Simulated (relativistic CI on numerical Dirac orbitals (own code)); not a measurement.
## Ligand-field terms of d6

Computed with a parametric ligand-field model of a d^n configuration (Racah B and C, spin-orbit zeta, crystal field), exact diagonalisation.

Field parameters in Wybourne normalisation: Oh B⁴₀ = 21Dq, B⁴₄ = √(5/14) B⁴₀. The field is a parameter set, without covalency.

Question: Ground term and bands for B = 1040, C = 3910, ζ = 0 cm⁻¹, Oh, 10Dq = 1040 cm⁻¹?

Answer: Ground term 5T2 with 2.00 electrons in the two orbitals of the cubic e set. Spin-allowed: 5E 1040 cm⁻¹. Lowest spin-forbidden: 3T1 19516 cm⁻¹ (512 nm), 3T2 19854 cm⁻¹ (504 nm), 3T1 20497 cm⁻¹ (488 nm).

Question: Ground term and bands for B = 1040, C = 3910, ζ = 0 cm⁻¹, Oh, 10Dq = 26000 cm⁻¹?

Answer: Ground term 1A1 with 0.05 electrons in the two orbitals of the cubic e set. Spin-allowed: 1T1 23625 cm⁻¹ (423 nm), 1T2 36451 cm⁻¹ (274 nm), 1E 49216 cm⁻¹ (203 nm), 1T2 49405 cm⁻¹ (202 nm). Lowest spin-forbidden: 3T1 15052 cm⁻¹ (664 nm), 5T2 17886 cm⁻¹ (559 nm), 3T2 21417 cm⁻¹ (467 nm).

Question: Ground term and bands for B = 1040, C = 3910, ζ = 0 cm⁻¹, Oh, 10Dq = 15600 cm⁻¹?

Answer: Ground term 5T2 with 2.00 electrons in the two orbitals of the cubic e set. Spin-allowed: 5E 15600 cm⁻¹ (641 nm). Lowest spin-forbidden: 1A1 2267 cm⁻¹, 3T1 7103 cm⁻¹ (1408 nm), 3T2 12335 cm⁻¹ (811 nm).

Question: Ground term and bands for B = 1040, C = 3910, ζ = 0 cm⁻¹, Oh, 10Dq = 7280 cm⁻¹?

Answer: Ground term 5T2 with 2.00 electrons in the two orbitals of the cubic e set. Spin-allowed: 5E 7280 cm⁻¹ (1374 nm). Lowest spin-forbidden: 3T1 14759 cm⁻¹ (678 nm), 3T2 17958 cm⁻¹ (557 nm), 1A1 17978 cm⁻¹ (556 nm).

Question: Ground term and bands for B = 1040, C = 3910, ζ = 0 cm⁻¹, Oh, 10Dq = 30160 cm⁻¹?

Answer: Ground term 1A1 with 0.04 electrons in the two orbitals of the cubic e set. Spin-allowed: 1T1 27677 cm⁻¹ (361 nm), 1T2 41056 cm⁻¹ (244 nm), 1E 57363 cm⁻¹ (174 nm), 1T2 57389 cm⁻¹ (174 nm). Lowest spin-forbidden: 3T1 19159 cm⁻¹ (522 nm), 3T2 25792 cm⁻¹ (388 nm), 5T2 26022 cm⁻¹ (384 nm).
